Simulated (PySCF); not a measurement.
Species: C4H10NOSi2 (doublet state).
SMILES with atom numbers: `[CH2:1]=[CH:2][O:3][C:4](=[CH2:5])[N:6]([SiH2:7])[SiH3:8]` (hydrogens: H9, H10 on C1; H11 on C2; H12, H13 on C5; H14, H15 on Si7; H16, H17, H18 on Si8)

Geometry (GFN2-xTB, Å), atoms numbered from 1 in this order:
```xyz
18
C4H10NOSi2 angstrom
C      2.7763    0.7393   -1.7137
C      2.0045    0.1671   -0.8046
O      0.6522    0.1622   -0.9212
C     -0.1205   -0.5910   -0.0675
C      0.2663   -1.7545    0.4510
N     -1.3218    0.0414    0.1089
Si    -2.6160   -0.7225    0.9870
Si    -1.4006    1.5998   -0.6956
H      2.3569    1.1977   -2.5909
H      3.8418    0.7679   -1.5915
H      2.4025   -0.2985    0.0901
H     -0.3702   -2.3053    1.1141
H      1.2165   -2.1917    0.2088
H     -2.9889   -1.9840    0.3548
H     -2.2766   -0.8228    2.4041
H     -2.7397    2.0570   -0.3182
H     -1.3031    1.4428   -2.1428
H     -0.3886    2.5016   -0.1493
```

The hyperfine couplings belong to this conformer and change with its torsions.

Computed, not measured: PySCF 2.14.0, UKS B3LYP, pcH-1 on C H N O Si, non-relativistic, mean-field spin-orbit, GIAO. Geometry: GFN2-xTB, one conformer, isolated molecule. A GFN2-xTB geometry isn't a minimum of the functional, and hyperfine couplings can be far from their values at a DFT geometry, by a factor of two or more for some ions and for spin on atoms past the first row. No stability test was run, so a lower SCF solution isn't excluded.

Give the isotropic g value and a_iso(29Si) at Si7.

g_iso = 2.00253 and a = -534.00 MHz, or -19.052 mT (Mulliken spin population +0.98). 29Si makes up about 4.7 % of the natural element, so this concerns labelled samples or satellites.

Take this nucleus alone (I = 1/2, g_N = -1.1106) with S = 1/2. Where do its 2 lines fall at 3.532 GHz to first order, to second order and exactly?

First order: B = B0 − a·mI with B0 = 126.017 mT. Second order subtracts a²[I(I+1) − mI²]/(2B0). The exact fields come from the Breit–Rabi levels of H = g μB B Sz − g_N μN B Iz + a S·I.

```json
{"mI": "−1/2", "first order (mT)": "116.491", "second order (mT)": "115.771", "exact (mT)": "115.712", "exact − first order": "-0.779"}
{"mI": "+1/2", "first order (mT)": "135.543", "second order (mT)": "134.823", "exact (mT)": "134.874", "exact − first order": "-0.670"}
```

What g and a would be read from the two outer exact lines by first-order rules?

Their midpoint, 125.293 mT, gives an apparent g of 2.01411 (true 2.00253), and their distance over 2I an apparent |a| of 19.162 mT (true 19.052).

What levels remain at zero field?

F = I ± 1/2 = 1 and 0, at a·I/2 = -133.5 MHz and −a(I+1)/2 = +400.5 MHz, that is |a|(I + 1/2) = 534.0 MHz apart; F = 1 lies lower.

Other couplings of abundant isotopes, left aside here: 2 × 1H 56 MHz, 1 × 14N 12 MHz, 3 × 1H 6 MHz, 1 × 1H 3 MHz.

Class means assume fast exchange of nuclei equivalent by connectivity; if that motion is slow, each nucleus keeps its own coupling. The 1H value of +55.8 MHz is a mean of couplings from 52.0 to 59.7 MHz in this one geometry, not an average over conformers.

Time: 2.8 min of wall time (with the writing of density and orbital grids); peak memory 1.1 GiB. Hardware: one thread, Arm Neoverse V1 (aarch64) (shared host).
